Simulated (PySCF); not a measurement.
Excitation energy of Te²⁺ by level of theory

Te²⁺ [Kr] 4d10 5s2 5p2 (3P) → Te²⁺ [Kr] 4d10 5s1 5p3, s spin flipped, as a difference of total energies. Calculation: PySCF 2.14, in aug-cc-pVQZ-DK3; the spin-free X2C one-electron Hamiltonian (Gaussian nucleus). Correlated levels: valence: [Kr] 4d10 frozen. The calculations carry no spin-orbit coupling.

```
           method  excitation energy (cm⁻¹)
              UHF                    104530
              LDA                     83829
              PBE                     83679
             PBE0                     89114
           r2SCAN                     87452
          wB97M-V                     91597
            HSE06                     88786
             BP86                     83745
    MP2 (valence)                     92442
SCS-MP2 (valence)                     91365
```

The upper determinant mixes two multiplicities, so it lies between the two terms.
